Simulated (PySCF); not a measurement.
**B (boron, neutral): UHF calculation**

Configuration: [He] 2s2 2p1, 2P determinant. Computed with PySCF 2.14 in dyall-acv3z, with no relativity, point nucleus.

```json
{"Total energy": "-24.533083 hartree", "One-electron energy": "-32.3684 hartree", "Hartree (Coulomb) energy": "11.6049 hartree", "Exchange energy": "-3.7696 hartree", "Kinetic energy": "24.53281 hartree", "⟨S²⟩": "0.7613", "⟨L²⟩": "2.030", "Sum of ⟨r⟩": "6.800 bohr", "Sum of ⟨r²⟩": "15.78 bohr²", "Traceless quadrupole moment −½Σ⟨3z² − r²⟩ along its main axis": "-2.49 e·bohr²", "Density at the nucleus (Gaussians lack the cusp)": "71.2 bohr⁻³", "Spin density at the nucleus": "0.0193 bohr⁻³", "Langevin diamagnetic susceptibility": "-12.5 ×10⁻⁶ cm³/mol"}
```

```json
{"shell": "1s α", "electrons": "1", "mean orbital energy (eV)": "-209.56", "rms radius, mean of both spins (bohr)": "0.379"}
{"shell": "1s β", "electrons": "1", "mean orbital energy (eV)": "-209.16", "rms radius, mean of both spins (bohr)": "0.379"}
{"shell": "2s α", "electrons": "1", "mean orbital energy (eV)": "-14.836", "rms radius, mean of both spins (bohr)": "2.18"}
{"shell": "2s β", "electrons": "1", "mean orbital energy (eV)": "-12.141", "rms radius, mean of both spins (bohr)": "2.18"}
{"shell": "2p α", "electrons": "1", "mean orbital energy (eV)": "-8.674", "rms radius, mean of both spins (bohr)": "2.45"}
```

Spin-orbit constants ζ (cm⁻¹) from the X2C one-electron operator on these orbitals (non-relativistic here): bare nucleus, nucleus screened by l(l+1)(2l+1)/3 electrons, and screened by the Breit-Pauli mean field of the electrons.

```tsv
shell	bare	screened nucleus	mean field
2p	22.89	13.73	10.03
```

To first order the Landé constant is A = 10.03 cm⁻¹, so the lowest level has J = 1/2 and lies 0.00124 eV below the centre of the term.
